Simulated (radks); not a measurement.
Question: Ti2+, configuration [Ar] 3d2. All-electron calculation, scalar-relativistic Kohn-Sham, OLYP, spin-polarised, spherical densities, point nucleus; open shells are filled with parallel spins first. Program: a radial shooting solver on a logarithmic mesh with Libxc functionals. Some entries of the table are withheld. Estimate them.

orbital,occ.,eigenvalue (hartree),<r^2> (bohr^2),r(max) (bohr)
1s down,1,-179.5002,0.006514,0.04556
1s up,1,-179.4997,0.006514,0.04556
2s up,1,-20.35899,0.1247,0.2688
2s down,1,-20.33587,0.1243,0.2687
2p up,3,-16.95243,(1),0.2196
2p down,3,-16.93489,(2),0.2195
3s up,1,-2.92498,1.164,0.8697
3s down,1,-2.84869,1.166,0.8703
3p up,3,-2.04788,1.369,0.9025
3p down,3,-1.97171,1.383,0.9034
3d up,2,(3),2.529,0.9715
3d down,0,(4),2.881,0.9833

Answer: 
(1) 2p up <r^2> (bohr^2): 0.1035
(2) 2p down <r^2> (bohr^2): 0.1032
(3) 3d up eigenvalue (hartree): -0.74884
(4) 3d down eigenvalue (hartree): -0.68543
